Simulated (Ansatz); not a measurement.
`S[S][In]([Br])[Br]` + H–F → `[F][In]([Br])[Br]` + `SS` at 500 K and 1 bar (ligand exchange at the In–S bond).

Program: Ansatz. Geometries: PBE0-D4/def2-TZVP. ΔE: electronic, gas phase. CBS: MP2 limit from def2 TZ/QZ plus the TZ coupled-cluster correction, frozen cores. This one scheme is used for every species. def2 core potentials past Kr. For Br, In outer-core shells are correlated without core-valence functions, which leaves a few kJ/mol of doubt a bond. Scalar relativity is left out up to krypton. One conformer a species, not always the lowest.

| species | CCSD(T)/CBS energy (Eh) | H − E (kJ/mol) | S (J/(mol·K)) |
| --- | --- | --- | --- |
| `S[S][In]([Br])[Br]` | -6132.74773 | 82.2 | 494.6 |
| H–F | -100.39570 | 39.4 | 188.7 |
| `[F][In]([Br])[Br]` | -5436.38187 | 43.1 | 402.9 |
| `SS` | -796.74576 | 70.8 | 278.5 |

H − E and S are ideal-gas, rigid-rotor, harmonic terms from PBE0-D4/def2-TZVP, for one conformer and one mirror image of each species. 1 Eh = 2625.50 kJ/mol, R = 8.31446 J/(mol·K).

**Question.** By hand: ΔE, ΔH, ΔS and ΔG.

**Answer.** ΔE = (-5436.38187) + (-796.74576) − (-6132.74773) − (-100.39570) = 0.01580 Eh = 41.5 kJ/mol. Δ(H − E) = 43.1 + 70.8 − 82.2 − 39.4 = -7.7, so ΔH = 33.8 kJ/mol. ΔS = 402.9 + 278.5 − 494.6 − 188.7 = -1.9 J/(mol·K). ΔG = 33.8 − 500 × (-1.9)/1000 = 34.8 kJ/mol.

**Question.** By hand: the equilibrium constant, and the temperature at which ΔG would vanish if ΔH and ΔS stayed fixed.

**Answer.** log₁₀ K = −ΔG/(RT ln 10) = -3.6. ΔH and −TΔS have one sign here, so there is no such temperature.

The number of gas molecules stays the same, so ΔS is small and ΔH decides. A doubt of 5 kJ/mol in ΔE shifts log₁₀ K by 0.5 here. Other conformers and mirror images would add mixing entropy, several J/(mol·K) or more a flexible species. Modes under 60 cm⁻¹, often nearly free rotors, make the harmonic entropy too high. These are equilibria of isolated gas molecules and say nothing of rates. Largest T1 diagnostic: 0.012 (customary marks: 0.02 for closed shells, 0.045 for open ones).

ΔS is within the doubt of such terms, so its sign, and with it that verdict, could turn.
